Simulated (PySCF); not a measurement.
## Xe⁺ (xenon, charge +1) across methods

[Kr] 4d10 5s1 5p6, 2S determinant (an excited configuration). All numbers are calculated (PySCF 2.14, a scalar-relativistic core potential, in aug-cc-pV5Z-PP with ECP28MDF (8s8p6d4f3g2h, 139 functions)).

| method | E (hartree) | mean ε 5s α (eV) | mean ε 5p α (eV) | mean ε 5p β (eV) | Σ⟨r²⟩ (bohr²) | ⟨S²⟩ |
| --- | --- | --- | --- | --- | --- | --- |
| revPBE | -328.5023 | -30.254 | -17.897 | -17.165 | 49.72 | 0.751 |
| LDA | -328.0065 | -30.519 | -18.034 | -17.418 | 49.70 | 0.751 |
| r2SCAN | -328.5666 | -31.233 | -18.423 | -17.440 | 49.66 | 0.753 |
| M06-L | -328.6331 | -30.561 | -17.943 | -16.918 | 49.81 | 0.752 |
| PBE | -328.4422 | -30.290 | -17.919 | -17.212 | 49.75 | 0.751 |
| PBE0 | -328.4495 | -32.712 | -19.400 | -18.187 | 49.80 | 0.752 |
| UHF | -327.33078 | -38.960 | -22.895 | -19.866 | 50.67 | 0.763 |
| BLYP | -328.4096 | -30.113 | -17.697 | -17.050 | 49.91 | 0.751 |

Energies and moments cover only the electrons outside the core potential.
